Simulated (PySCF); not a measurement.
PySCF job for CH4F2OSSi, SMILES [Si](F)(F)(OC)S, TDDFT-PBE/def2-SVPD. Geometry: PBE-D3(BJ)/def2-SVP. The structure was generated by enumeration, and PubChem lists no compound with its InChIKey, so it may never have been made. One conformer was computed; it need not be the lowest.

```python
import numpy as np
from pyscf import gto, scf, dft, tdscf

mol = gto.M(
    atom='''
    C    -2.06525231    0.68379079    1.06499962
    O    -1.21207398    0.89735621   -0.05207902
    Si    0.07834471   -0.04339799   -0.44867329
    F    -0.37201634   -1.51482354   -0.96243473
    F     0.78014749    0.71533498   -1.69313679
    S     1.41714046   -0.39551781    1.16888308
    H    -1.48992078    0.40897084    1.97676653
    H    -2.80178881   -0.12216781    0.85739123
    H    -2.61878955    1.62286997    1.26344778
    H     1.55435103    0.93998669    1.40846957
    ''',
    basis='def2-SVPD',
    charge=0,
    spin=0,
    max_memory=1600,
    verbose=4,
)
mf = dft.RKS(mol, xc='pbe').density_fit(auxbasis='def2-universal-jkfit')
mf.grids.level = 3
mf.conv_tol = 1e-9
mf.max_cycle = 100
mf.kernel()
mf.grids = dft.Grids(mol).set(level=1).build(with_non0tab=True)  # coarser grid for the response kernel
td = tdscf.TDDFT(mf)
td.singlet = True
td.nstates = 10
td.conv_tol = 1e-4
td.positive_eig_threshold = 1e-6
td.kernel(x0=td.get_init_guess(mf, 15))
td.analyze()
tt = tdscf.TDA(mf)
tt.singlet = False
tt.nstates = 4
tt.conv_tol = 1e-4
tt.positive_eig_threshold = 1e-6
tt.kernel(x0=tt.get_init_guess(mf, 9))
tt.analyze(verbose=3)
```

Program output:

```
PySCF version 2.14.0

[INPUT] verbose = 4
[INPUT] num. atoms = 10
[INPUT] num. electrons = 66
[INPUT] charge = 0
[INPUT] spin (= nelec alpha-beta = 2S) = 0
[INPUT] symmetry False subgroup None
[INPUT] Mole.unit = angstrom
[INPUT] Symbol           X                Y                Z      unit          X                Y                Z       unit  Magmom
[INPUT]  1 C     -2.065252310000   0.683790790000   1.064999620000 AA   -3.902761244025   1.292177319600   2.012557604566 Bohr   0.0
[INPUT]  2 O     -1.212073980000   0.897356210000  -0.052079020000 AA   -2.290487864912   1.695757473078  -0.098415084636 Bohr   0.0
[INPUT]  3 Si     0.078344710000  -0.043397990000  -0.448673290000 AA    0.148050045208  -0.082010315457  -0.847869637508 Bohr   0.0
[INPUT]  4 F     -0.372016340000  -1.514823540000  -0.962434730000 AA   -0.703008996463  -2.862601617644  -1.818738052470 Bohr   0.0
[INPUT]  5 F      0.780147490000   0.715334980000  -1.693136790000 AA    1.474265092867   1.351787199521  -3.199564824525 Bohr   0.0
[INPUT]  6 S      1.417140460000  -0.395517810000   1.168883080000 AA    2.678007349440  -0.747420338288   2.208868892838 Bohr   0.0
[INPUT]  7 H     -1.489920780000   0.408970840000   1.976766530000 AA   -2.815542221498   0.772842880533   3.735547353907 Bohr   0.0
[INPUT]  8 H     -2.801788810000  -0.122167810000   0.857391230000 AA   -5.294613509771  -0.230863702138   1.620234606304 Bohr   0.0
[INPUT]  9 H     -2.618789550000   1.622869970000   1.263447780000 AA   -4.948795027373   3.066779779081   2.387570276890 Bohr   0.0
[INPUT] 10 H      1.554351030000   0.939986690000   1.408469570000 AA    2.937297748136   1.776317404836   2.661621742084 Bohr   0.0

nuclear repulsion = 404.353281321288
number of shells = 72
number of NR pGTOs = 256
number of NR cGTOs = 172
basis = def2-SVPD
ecp = {}


[settings echo left out]
init E= -1002.61912732066
  HOMO = -0.295936750438766  LUMO = -0.0625840408417644  gap/eV = 6.34985
cycle= 1 E= -1002.06678681373  delta_E= 0.552  |g|= 0.934  |ddm|=  4.5
  HOMO = -0.151376917048374  LUMO = -0.042021131749594  gap/eV = 2.97572
cycle= 2 E= -1001.4465614898  delta_E= 0.62  |g|= 2.05  |ddm|= 2.76
  HOMO = -0.237591048187157  LUMO = -0.0363124627578775  gap/eV = 5.47707
cycle= 3 E= -1002.2203208146  delta_E= -0.774  |g|= 0.199  |ddm|= 1.87
  HOMO = -0.262361326615824  LUMO = -0.0424861007646804  gap/eV = 5.98311
cycle= 4 E= -1002.22788116241  delta_E= -0.00756  |g|= 0.111  |ddm|= 0.354
  HOMO = -0.262846786148006  LUMO = -0.0435400631227978  gap/eV = 5.96764
cycle= 5 E= -1002.23010885133  delta_E= -0.00223  |g|= 0.0331  |ddm|= 0.117
  HOMO = -0.258715225785876  LUMO = -0.0421824936749502  gap/eV = 5.89216
cycle= 6 E= -1002.23032948702  delta_E= -0.000221  |g|= 0.00852  |ddm|= 0.0464
  HOMO = -0.259102145298882  LUMO = -0.0420858063679592  gap/eV = 5.90532
cycle= 7 E= -1002.23034713687  delta_E= -1.76e-05  |g|= 0.00211  |ddm|= 0.0146
  HOMO = -0.259160798076285  LUMO = -0.0421607718701509  gap/eV = 5.90487
cycle= 8 E= -1002.23034838374  delta_E= -1.25e-06  |g|= 0.000485  |ddm|= 0.00369
  HOMO = -0.25912534465271  LUMO = -0.0421489727080924  gap/eV = 5.90423
cycle= 9 E= -1002.23034843706  delta_E= -5.33e-08  |g|= 0.00019  |ddm|= 0.000937
  HOMO = -0.259119732926167  LUMO = -0.0421440139247071  gap/eV = 5.90421
cycle= 10 E= -1002.23034844549  delta_E= -8.42e-09  |g|= 6.49e-05  |ddm|= 0.00027
  HOMO = -0.259121551023247  LUMO = -0.0421443813370757  gap/eV = 5.90425
cycle= 11 E= -1002.23034844572  delta_E= -2.37e-10  |g|= 4.55e-05  |ddm|= 0.000103
  HOMO = -0.259123546972742  LUMO = -0.0421458687375833  gap/eV = 5.90426
cycle= 12 E= -1002.23034844625  delta_E= -5.2e-10  |g|= 2.86e-06  |ddm|= 6.12e-05
  HOMO = -0.259122642393828  LUMO = -0.0421454479325383  gap/eV = 5.90425
Extra cycle  E= -1002.23034844624  delta_E= 5.91e-12  |g|= 4.09e-06  |ddm|= 9.17e-06
converged SCF energy = -1002.23034844624
tot grids = 43576
Overwritten attributes  positive_eig_threshold  of <class 'pyscf.tdscf.rks.CasidaTDDFT'>


******** <class 'pyscf.tdscf.rks.CasidaTDDFT'> for <class 'pyscf.df.df_jk.DFRKS'> ********
nstates = 10 singlet
deg_eia_thresh = 1.000e-03
wfnsym = None
conv_tol = 0.0001
eigh lindep = 1e-12
eigh level_shift = 0
eigh max_cycle = 100


Excitation energies (eV)
[6.06239609 6.32246084 6.47909442 6.82962239 6.98257134 7.20143209
 7.3506621  7.3680351  7.53255735 7.71824653]

** Singlet excitation energies and oscillator strengths **
Excited State   1:      6.06240 eV    204.51 nm  f=0.0339
      33 -> 34       -0.70380
Excited State   2:      6.32246 eV    196.10 nm  f=0.0147
      33 -> 35       -0.70506
Excited State   3:      6.47909 eV    191.36 nm  f=0.0030
      32 -> 34        0.70335
Excited State   4:      6.82962 eV    181.54 nm  f=0.0141
      32 -> 35        0.69438
Excited State   5:      6.98257 eV    177.56 nm  f=0.0062
      31 -> 34       -0.70414
Excited State   6:      7.20143 eV    172.17 nm  f=0.0018
      31 -> 35        0.17572
      33 -> 36        0.67146
Excited State   7:      7.35066 eV    168.67 nm  f=0.0200
      31 -> 35        0.42061
      33 -> 37        0.54972
      33 -> 39        0.10409
Excited State   8:      7.36804 eV    168.27 nm  f=0.0253
      31 -> 35       -0.50163
      33 -> 36        0.14241
      33 -> 37        0.42983
      33 -> 38        0.10313
      33 -> 39       -0.12134
Excited State   9:      7.53256 eV    164.60 nm  f=0.0035
      33 -> 38        0.69489
Excited State  10:      7.71825 eV    160.64 nm  f=0.0097
      32 -> 36        0.68117
      33 -> 39        0.14472

** Transition electric dipole moments (AU) **
state          X           Y           Z        Dip. S.      Osc.
  1        -0.3887      0.0060      0.2778      0.2283      0.0339
  2        -0.2605      0.0079      0.1636      0.0947      0.0147
  3        -0.0347     -0.0124      0.1323      0.0189      0.0030
  4         0.2403     -0.0142      0.1626      0.0844      0.0141
  5         0.0772     -0.1017      0.1403      0.0360      0.0062
  6         0.0976      0.0123     -0.0271      0.0104      0.0018
  7        -0.0638      0.0972     -0.3120      0.1109      0.0200
  8         0.3404     -0.1501     -0.0400      0.1400      0.0253
  9         0.0718      0.0447     -0.1096      0.0192      0.0035
 10        -0.1975     -0.1020     -0.0454      0.0515      0.0097

** Transition velocity dipole moments (imaginary part, AU) **
state          X           Y           Z        Dip. S.      Osc.
  1        -0.0876      0.0015      0.0624      0.0116      0.0346
  2        -0.0587      0.0018      0.0363      0.0048      0.0137
  3        -0.0084     -0.0049      0.0314      0.0011      0.0030
  4         0.0619     -0.0032      0.0411      0.0055      0.0147
  5         0.0207     -0.0276      0.0366      0.0025      0.0066
  6         0.0248      0.0043     -0.0058      0.0007      0.0017
  7        -0.0180      0.0272     -0.0844      0.0082      0.0202
  8         0.0953     -0.0410     -0.0086      0.0108      0.0267
  9         0.0195      0.0115     -0.0305      0.0014      0.0035
 10        -0.0591     -0.0314     -0.0171      0.0048      0.0112

** Transition magnetic dipole moments (imaginary part, AU) **
state          X           Y           Z
  1        -0.0590      0.5292     -0.1174
  2         0.1522     -0.0120      0.2286
  3        -0.2972      0.3070      0.1074
  4         0.0885      0.3018      0.0136
  5         0.1243      0.2820      0.0935
  6        -0.0931     -0.1932     -0.2374
  7        -0.2354     -0.3498     -0.0380
  8         0.0929      0.1064      0.0816
  9         0.0239     -0.0011     -0.0820
 10        -0.0091      0.3523     -0.5892
Overwritten attributes  positive_eig_threshold  of <class 'pyscf.tdscf.rks.TDA'>


******** <class 'pyscf.tdscf.rks.TDA'> for <class 'pyscf.df.df_jk.DFRKS'> ********
nstates = 4 triplet
deg_eia_thresh = 1.000e-03
wfnsym = None
conv_tol = 0.0001
eigh lindep = 1e-12
eigh level_shift = 0
eigh max_cycle = 100


Excitation energies (eV)
[5.65695584 5.91921964 6.38822718 6.56781908]

** Triplet excitation energies and oscillator strengths **
Excited State   1:      5.65696 eV    219.17 nm  f=0.0000
Excited State   2:      5.91922 eV    209.46 nm  f=0.0000
Excited State   3:      6.38823 eV    194.08 nm  f=0.0000
Excited State   4:      6.56782 eV    188.78 nm  f=0.0000
```

The run converged.
